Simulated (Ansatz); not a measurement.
`[CH3][InH-]([CH3])[NH2+][SiH3]`, charge 0, multiplicity 1.

Q: Give a relaxed structure at PBE0-D4/def2-TZVP (the Gaussian-basis code of Ansatz). (Estimate.)

A: Ansatz gave: 
Z-matrix (Å, degrees):
```
C
In 1 2.171
H 1 1.093 2 110.0
H 1 1.093 2 111.3 3 118.9
H 1 1.092 2 111.6 3 -119.7
C 2 2.171 1 119.6 3 91.7
N 2 2.475 1 97.0 3 -166.0
H 2 1.747 1 118.8 3 -68.9
H 6 1.093 2 111.3 1 149.3
H 6 1.092 2 111.6 1 27.9
H 6 1.093 2 110.0 1 -91.8
Si 7 1.764 2 114.6 1 -61.1
H 7 1.014 2 102.4 1 63.3
H 7 1.014 2 102.5 1 174.4
H 12 1.487 7 112.1 2 179.7
H 12 1.480 7 106.9 2 59.6
H 12 1.480 7 106.9 2 -60.2
```
Point group Cs.
This is one stationary point; other conformers may exist.
